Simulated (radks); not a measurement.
Valence configurations of the molybdenum ion Mo+ (all share [Kr]). Method: Dirac Kohn-Sham, PBEsol, spin-unpolarised, spherical densities, finite nucleus; open shells are shared between the two j in proportion to 2j + 1; Fermi nuclear charge, rms radius 4.4091 fm; computed with a radial shooting solver on a logarithmic mesh with Libxc functionals. Energies are relative to 4d5; eigenvalues in eV.

| valence | E (eV) | e(4d3/2) | e(4d5/2) | e(5p1/2) | e(5p3/2) | e(5s1/2) |
|---|---|---|---|---|---|---|
| 4d5 | 0.000 | -10.545 | -10.329 | - | - | - |
| 4d4 5s1 | 1.179 | -12.931 | -12.693 | - | - | -11.010 |
| 4d4.5 5p0.5 | 2.525 | -12.264 | -12.035 | -6.736 | -6.538 | - |
| 4d3 5s2 | 3.633 | -15.555 | -15.293 | - | - | -12.230 |
| 4d3.5 5s1 5p0.5 | 4.494 | -14.767 | -14.515 | -7.596 | -7.364 | -11.985 |
| 4d4 5p1 | 5.535 | -14.029 | -13.787 | -7.496 | -7.278 | - |
| 4d3.5 5s0.5 5p1 | 6.774 | -15.304 | -15.050 | -7.909 | -7.673 | -12.331 |
| 4d3.5 5p1.5 | 9.073 | -15.829 | -15.572 | -8.205 | -7.966 | - |
| 4d2 5s2 5p1 | 12.706 | -19.423 | -19.133 | -9.118 | -8.825 | -14.088 |
| 4d2.5 5s1 5p1.5 | 12.830 | -18.520 | -18.239 | -8.995 | -8.717 | -13.820 |

NIST lists [Kr] 4d5 as the ground configuration; this level of theory agrees among the configurations tried. The energies are those of spherical spin-averaged densities, not of single terms.
